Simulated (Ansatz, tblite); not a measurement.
Removing and adding an electron: `[Au][S]CCCCc1ccc(-c2ccc(-c3cccs3)s2)s1`. The state is a singlet with charge 0. Geometry: r2SCAN-D4/def2-SVP. Ansatz, gas phase; energy differences of separate SCF runs; the oxidised species was run as a doublet alone; the reduced species was run as a doublet alone.

In the def2 sets Au takes a core potential; there is no spin–orbit coupling. The xTB rows come from tblite. B3LYP takes the VWN-RPA correlation. Single mean-field runs in def2-TZVP are fitted with def2-universal-jkfit. HOMO above LUMO, or a gap near zero within one spin, warns that the state may not be the lowest or that an electron is smeared out.

```csv
level,−HOMO (eV),vertical IE (eV),−LUMO (eV),vertical EA (eV),HOMO–LUMO gap (eV),IE − EA (eV),remarks
GFN1-xTB,10.38,12.14,8.66,6.75,1.72,5.39,–
GFN2-xTB,9.54,11.28,7.71,5.93,1.83,5.35,–
PBE-D4/def2-TZVP,4.66,6.39,3.83,1.81,0.82,4.58,"gap within one spin near zero (+1 doublet), gap within one spin near zero (-1 doublet), restricted SCF unstable in HF (singlet)"
B3LYP-D4/def2-TZVP,5.24,6.65,3.29,1.66,1.95,4.99,restricted SCF unstable in HF (singlet)
PBE0-D4/def2-TZVP,5.43,6.68,3.01,1.56,2.43,5.13,restricted SCF unstable in HF (singlet)
```

Relaxing the reduced species (r2SCAN-D4/def2-SVP) changes its energy by -0.05 eV at PBE-D4/def2-TZVP, so the adiabatic electron affinity to this nearest minimum is 1.85 eV. At PBE0-D4/def2-TZVP it is 1.57 eV. The gap within one spin of the relaxed charge -1 doublet nearly closes, so an electron or hole may be smeared out by delocalisation error.     Raw xTB energy differences between charge states are shifted by several eV; the methods need an empirical correction for them. Sets without diffuse functions give affinities that are too small.
